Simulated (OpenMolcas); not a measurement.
## Ar2+: the spin-orbit constant, Slater's ratio, worked from levels

| Item | Value |
| --- | --- |
| Program | OpenMolcas 26.06 |
| Basis | ANO-R3 [6s5p4d2f1g] |
| Scalar Hamiltonian | X2C, finite nucleus |
| Active space | 6 electrons in 4 orbitals (3s 3p) |
| State averaging | 2S+1 = 3 even, 3 roots; 2S+1 = 1 even, 6 roots; 2S+1 = 3 odd, 3 roots; 2S+1 = 1 odd, 3 roots |
| Spin-orbit coupling | state interaction with AMFI integrals over the reference wave functions, term energies averaged over their components |

Methods: CASSCF; SS-CASPT2, IPEA 0.25 Eh, imaginary shift 0.1 Eh (closed shells correlated: 2s 2p). Measured levels: Saloman, J. Phys. Chem. Ref. Data 39, 033101 (2010).

**The spin-orbit constant.** For the Hund term 3P of p4, E(J) = (A/2) J(J+1) + constant and ζ = -2S·A = -2A. From J = 0 to J = 2 the energy changes by 3 A.

```json
{"Source": "CASSCF", "E(2) - E(0)": "-1480.4", "A": "-493.5", "ζ": "987"}
{"Source": "SS-CASPT2", "E(2) - E(0)": "-1490.0", "A": "-496.7", "ζ": "993"}
{"Source": "measured", "E(2) - E(0)": "-1570.2", "A": "-523.4", "ζ": "1047"}
```

All in cm-1. SS-CASPT2 is off by -5.1 % and CASSCF by -5.7 %. Both methods take the spin-orbit matrix elements from the reference wave functions, so the second can move ζ only through the term energies and any multistate remixing. Second-order mixing with other terms is absorbed into this ζ.

**Slater's ratio.** With one set of orbitals, p4 has 1D - 3P = 6 F2 and 1S - 1D = 9 F2 (F2 = F²/25), a ratio of 3/2. Term energies are centres of gravity, weighted by 2J + 1.

| Source | 1D - 3P | 1S - 3P | F2 from the first | Ratio |
| --- | --- | --- | --- | --- |
| CASSCF | 16475 | 31162 | 2746 | 0.891 |
| SS-CASPT2 | 13682 | 32915 | 2280 | 1.406 |
| measured | 13465 | 32721 | 2244 | 1.430 |

Energies in cm-1. A ratio away from 3/2 shows effects beyond one configuration with one set of orbitals, and in heavier atoms second-order spin-orbit shifts. In CASSCF the valence s occupation is 1.94 in 1S against 2.00 in 1D: mixing out of s² acts most on 1S and pulls it down.

Term energies are means over components that CASPT2 splits; among the terms shown or strongly mixed into the levels shown the widest spread is 170 cm-1 (3s2 3p4 1D, SS-CASPT2). Over all roots computed the reference weight is 0.87 to 0.95 in SS-CASPT2; the roots of lowest weight are the least certain, and an intruder state may touch them. Computed and measured levels are paired by configuration, term and J; levels that our copy of the source lacks, or whose pairing is in doubt (as where it misses far off the trend of its configuration), stay unpaired and out of the deviations. Only configurations of the active space appear.
